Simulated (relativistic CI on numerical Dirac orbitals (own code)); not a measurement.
# Level scheme of Ca XIII

These numbers are calculated, not measured: Dirac-Coulomb-Breit CI, orbitals from a KLI potential per configuration, a model potential for QED, unscaled Slater integrals (own radial code, finite nucleus).

CI space (outside the closed core 1s2): 2s²2p⁴, 2s2p⁵, 2p⁶, 2p⁵3s, 2s²2p³3s, 2p⁵3p, 2s²2p³3p, 2p⁵3d, 2s²2p³3d, 2s2p⁴3s, 2s2p⁴3p, 2s2p⁴3d, 2s²2p³4s, 2s²2p³4p, 2s²2p³4d, 2s²2p³4f. Levels of other configurations are missing.

The lowest level is 2s²2p⁴ ³P2, with 97 % of that term; Hund's rules for 2s²2p⁴ give ³P with J = 2, in agreement.

```
No.  Configuration  Term  J   E (eV)    %  Next component (%)  Landé g
  1         2s²2p⁴    ³P  2    0.000   97                3 ¹D    1.485
  2         2s²2p⁴    ³P  1    3.017  100                        1.499
  3         2s²2p⁴    ³P  0    3.568   96                4 ¹S         
  4         2s²2p⁴    ¹D  2   11.249   97                3 ³P    1.012
  5         2s²2p⁴    ¹S  0   22.130   94                4 ³P         
  6          2s2p⁵   ³P°  2   77.434  100                        1.499
  7          2s2p⁵   ³P°  1   79.914   99                        1.497
  8          2s2p⁵   ³P°  0   81.377  100                             
  9          2s2p⁵   ¹P°  1  107.433   99                        1.000
 10            2p⁶    ¹S  0  182.380   97         2 2s²2p⁴ ¹S         
 11     2p³(4S°)3s   ⁵S°  2  412.577   98               1 ³P°    1.992
 12     2p³(4S°)3s   ³S°  1  417.713   97               1 ¹P°    1.979
 13     2p³(2D°)3s   ³D°  1  427.578   90               4 ¹P°    0.573
 14     2p³(2D°)3s   ³D°  2  427.672   86              10 ³P°    1.197
 15     2p³(2D°)3s   ³D°  3  428.363   99       1 2s2p⁴3p ³D°    1.332
 16     2p³(2D°)3s   ¹D°  2  430.512   87               6 ³D°    1.039
 17     2p³(4S°)3p    ⁵P  1  432.611   96                2 ³P    2.477
 18     2p³(4S°)3p    ⁵P  2  432.832   94                4 ³P    1.816
 19     2p³(4S°)3p    ⁵P  3  433.368   97                2 ³D    1.661
 20     2p³(2P°)3s   ³P°  0  435.241   97         2 2p⁵3s ³P°         
 21     2p³(2P°)3s   ³P°  1  435.598   90               5 ¹P°    1.450
 22     2p³(2P°)3s   ³P°  2  436.772   80               9 ¹D°    1.435
 23     2p³(4S°)3p    ³P  1  437.503   93                3 ¹P    1.490
 24     2p³(4S°)3p    ³P  2  437.856   94                3 ⁵P    1.502
 25     2p³(4S°)3p    ³P  0  438.037   99        1 2s2p⁴3s ³P         
 26     2p³(2P°)3s   ¹P°  1  438.725   87               7 ³D°    0.992
 27     2p³(2D°)3p    ¹P  1  445.132   46               46 ³D    0.808
 28     2p³(2D°)3p    ³D  2  446.550   81               15 ³F    1.102
 29     2p³(2D°)3p    ³D  3  447.343   75               24 ³F    1.274
 30     2p³(2D°)3p    ³D  1  447.442   49               47 ¹P    0.769
```

Energies count from the lowest computed level; ° marks odd parity. Percentages are summed over parent terms; the parents shown are those of the largest component, closed shells are left out there.

The mean weight of the leading LS term, summed over parents, in these 30 levels is 91 %, and that of the leading jj configuration (from the same eigenvectors) 67 %, so LS coupling describes them better.

At this charge energies of transitions that change n are usually good to better than 1 %, and those within a shell (Δn = 0) to a few per cent.

Landé's interval rule says that E(J) − E(J−1) = AJ with one A. For the ground term the intervals give A = -4439.9, -12168.2 cm⁻¹ for J = 1, 2; the multiplet is inverted.

LS names give the leading component of a level, which can be under half, so a name can repeat, a term be missing and a line seem to break the LS rules.
